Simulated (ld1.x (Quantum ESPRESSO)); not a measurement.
The numbers below are computed, except where a source is named.
# Pseudopotentials across the periodic table

Generated with ld1.x 7.5 (TM, RRKJ, ultrasoft, PAW), atompaw 4.2 or ONCVPSP 4.0.1. The cutoff is in Ry: for ld1.x and atompaw files where the sum of valence levels is converged to 10 mRy in a Bessel basis, for ONCV files where the hardest occupied wave has 1 mHa per electron of residual kinetic energy. The error is the largest all-electron minus pseudo excitation energy over each file’s own four to seven test configurations (ionisations up to +4, promotions, holes and added fractions of an electron), all of which were solved. The labels leave out finer settings (local radius, basis sizes, second energies), which also bear on the numbers. Spin-polarised tests are not counted. The rows are a selection from randomly drawn settings: files with unsolved tests, undetermined cutoffs or missed reference levels are left out.

A true bound ghost makes a file unfit for plane-wave use even where its test errors are small: the radial tests pick states by their node count and pass the ghost by.

| element | potential | cutoff (Ry) | largest error (meV) | bound ghosts |
| --- | --- | --- | --- | --- |
| N | ultrasoft, PBE, non-relativistic, rc 0.80/1.85/2.20 (spd), local smoothed, core correction yes, reference 2s2 2p3 | 50 | -459 | none |
| Ge | RRKJ, LDA (PZ), scalar-relativistic, rc 1.70/1.50/1.70 (spd), local s, core correction no, reference 4s2 4p1.75 | 40 | +251 | p, d |
| Rb | TM, PBE, scalar-relativistic, rc 1.80/1.65/4.20 (spd), local smoothed, core correction yes, reference 4s2 4p6 4d1 5s0 5p0 | 40 | -15 | d |
| Hg | PAW, PBEsol, scalar-relativistic, rc 2.35/3.00/2.15 (spd), local smoothed, core correction yes, reference 5d10 6s1 6p1 | 25 | -27 | none |

Q: Fill in the row for V: TM, PBEsol, scalar-relativistic, rc 2.40/3.40/1.25 (spd), local s, core correction yes, reference 3d3 4s2 4p0.

A: cutoff 120 Ry, largest error -575 meV, bound ghosts: none.
